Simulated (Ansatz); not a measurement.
Consider the isomerisation: `CC(O)O[SiH3]` → `COC[SiH2]O`.

Program: Ansatz. Geometries: PBE0-D4/def2-TZVP. ΔE: electronic, gas phase. CCSD(T)/CBS adds triple-zeta CCSD(T) − MP2 to the extrapolated MP2 energy (def2 sets, frozen cores). DFT in def2-TZVPP. One conformer a species, not always the lowest.

```json
{"level": "PBE0-D4", "ΔE (kJ/mol)": "23.8"}
{"level": "ωB97X-V", "ΔE (kJ/mol)": "26.1"}
{"level": "PBE", "ΔE (kJ/mol)": "20.7"}
{"level": "HF/def2-QZVPP", "ΔE (kJ/mol)": "36.2"}
```

Q: What does CCSD(T)/CBS give? (Best estimate.)

A: Ansatz gave: +25.0 kJ/mol. The listed levels differ from it by -1.2, 1.1, -4.3, 11.2 kJ/mol.

Largest T1 diagnostic among the species: 0.011.

In def2-TZVPP, CCSD(T) changes the Hartree–Fock value by −9.5 kJ/mol (the triples alone add −0.9 kJ/mol) and MP2 by −9.7 kJ/mol. From PBE to PBE0 (25 % exact exchange), in def2-TZVPP and without D4, ΔE moves by +3.7 kJ/mol.
